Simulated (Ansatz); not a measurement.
`[CH3][AlH][CH2]F` + `O[SiH2][SiH3]` → `[CH3][AlH][O][SiH2][SiH3]` + fluoromethane  (ligand exchange at the Al–C bond)

Gas-phase electronic energies from Ansatz, PBE0-D4/def2-TZVP geometries. CCSD(T)/CBS is the MP2 limit (def2-TZVPP, def2-QZVPP) plus CCSD(T) − MP2 in def2-TZVPP, frozen cores. This one scheme is used for every species. DFT in def2-TZVPP. B3LYP here is the variant with VWN-RPA as its local correlation; programs differ in this. Each species was taken in one conformer, which may not be the lowest.

```
             level  ΔE (kJ/mol)  difference from CCSD(T)/CBS
            PBE-D4       -179.3                         16.1
         r2SCAN-D4       -193.3                          2.1
           PBE0-D4       -186.9                          8.5
          B3LYP-D4       -196.6                         -1.2
           ωB97X-V       -191.6                          3.8
           ωB97M-V       -190.2                          5.2
            B2PLYP       -195.7                         -0.3
               PBE       -174.4                         21.0
            r2SCAN       -191.6                          3.8
              PBE0       -182.1                         13.3
             B3LYP       -189.0                          6.4
     HF/def2-TZVPP       -208.6                        -13.2
    MP2/def2-TZVPP       -202.3                         -6.9
SCS-MP2/def2-TZVPP       -203.0                         -7.6
   CCSD/def2-TZVPP       -199.1                         -3.7
CCSD(T)/def2-TZVPP       -197.8                         -2.4
     HF/def2-QZVPP       -209.8                        -14.4
    MP2/def2-QZVPP       -201.4                         -6.0
SCS-MP2/def2-QZVPP       -202.0                         -6.6
      HF/CBS(def2)       -210.0                        -14.6
     MP2/CBS(def2)       -199.9                         -4.5
    CCSD/CBS(def2)       -196.7                         -1.3
       CCSD(T)/CBS       -195.4                            0
```

Largest T1 diagnostic among the species: 0.012.

From PBE to PBE0 (25 % exact exchange), in def2-TZVPP and without D4, ΔE moves by −7.8 kJ/mol. The D4 term adds −7.6 kJ/mol with B3LYP and −4.8 kJ/mol with PBE0; it sums over pairs of atoms, weighted by their polarisabilities, and B3LYP, whose exchange is more repulsive, gets the larger term. In def2-TZVPP, CCSD(T) changes the Hartree–Fock value by +10.8 kJ/mol (the triples alone add +1.3 kJ/mol) and MP2 by +6.2 kJ/mol.
